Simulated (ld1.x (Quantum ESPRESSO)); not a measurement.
What one change does to a pseudopotential (tellurium, TM)

```json
{
  "Element": "Te (Z = 52)",
  "Generator": "ld1.x (Quantum ESPRESSO) 7.5",
  "Type": "norm-conserving Troullier–Martins (Kleinman–Bylander form)",
  "Functional": "PBE",
  "Relativity": "scalar-relativistic",
  "Frozen core": "[Kr]",
  "Valence charge": "16",
  "Reference configuration": "4d10 5s2 5p3 (charge +1)",
  "Partial waves": "5p (bound): rc 1.80 bohr; 4d (bound): rc 1.05 bohr; 5s (bound): rc 1.55 bohr",
  "Local potential": "the s channel",
  "Core correction": "Bessel-smoothed model core, default radius (core density twice the valence density)"
}
```

Change: fully relativistic.

Cutoffs: the cutoffs (Ry, on a coarse ladder) from which the occupation-weighted sum of valence levels, in a spherical-Bessel basis at the reference potential, stays within 10 and 1 mRy of its value at 400 Ry; they do not see the model core or the augmentation charge, which bear on the density cutoff. Errors are all-electron minus pseudo energies relative to the spin-unpolarised reference configuration.

Problem. What does the change do?

Solution. The potential gets neither clearly harder nor softer (120 Ry and 200 Ry → 120 Ry and 200 Ry); of the 7 tests that both files solve, the error grows in 4 and shrinks in 3 by more than 15 % and 0.3 meV (median size 2.3 → 2.6 meV); neither file shows a bound ghost.

```tsv
quantity	base	changed
cutoff, loose	120 Ry	120 Ry
cutoff, tight	200 Ry	200 Ry
bound ghosts	none	none
error for 4d10 5s2 5p4, meV [ΔE -9.73 → -9.75 eV]	+4.2	+1.7
error for 4d10 5s2 5p2, meV [ΔE 17.92 → 17.95 eV]	-2.0	+2.6
error for 4d10 5s2 5p1, meV [ΔE 44.82 → 44.88 eV]	-1.6	+10
error for 4d10 5s2 5p3.5, meV [ΔE -5.83 → -5.84 eV]	+2.0	+0.4
error for 4d10 5s2 5p0, meV [ΔE 81.31 → 81.40 eV]	-4.2	+18
error for 4d10 5s1 5p4, meV [ΔE 9.84 → 9.81 eV]	-3.3	-2.5
error for 4d10 5s1 5p5, meV [ΔE -0.47 → -0.53 eV]	-2.3	-3.9
s: phases at 1.95 bohr within 0.05 rad from the reference energy up to (Ry; the scan ends near 5)	2.4	2.4
```
